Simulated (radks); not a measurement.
Values are calculated unless marked as measured or tabulated.
Q: These are the eigenvalues of the occupied orbitals of an atom or ion with whole-number occupations (eV). Code: a radial shooting solver on a logarithmic mesh with Libxc functionals. Model: scalar-relativistic Kohn-Sham, PBE, spin-polarised, spherical densities, point nucleus.

orbital  eigenvalue
1s down   -50101.07
1s up     -50101.07
2s up     -8268.938
2s down   -8268.833
2p up     -7357.502
2p down   -7357.426
3s up     -1831.239
3s down   -1828.618
3p up     -1548.931
3p down   -1546.318
3d up     -1176.179
3d down   -1174.154
4s up     -368.4097
4s down   -362.2540
4p up     -275.3570
4p down   -269.2480
4d up     -146.6729
4d down   -140.6158
5s up      -48.0153
5s down    -44.2671
5p up      -25.5609
5p down    -22.3924
4f up       -7.5613
5d up       -1.5767

Which element is it, and in what charge state? The configuration may be excited. Open shells, if any, are filled with parallel spins first.

A: Z = 64, gadolinium, charge 0: Gd in [Xe] 4f7 5d3. The list shows which subshells hold electrons but not how many an open one holds; the 1s level, -1841.2 hartree, gives Z - s = 60.7 by -(Z - s)^2/2, which with screening and relativity narrows Z to a few neighbours, and the depths of the outer levels then fix element, charge and occupations together.
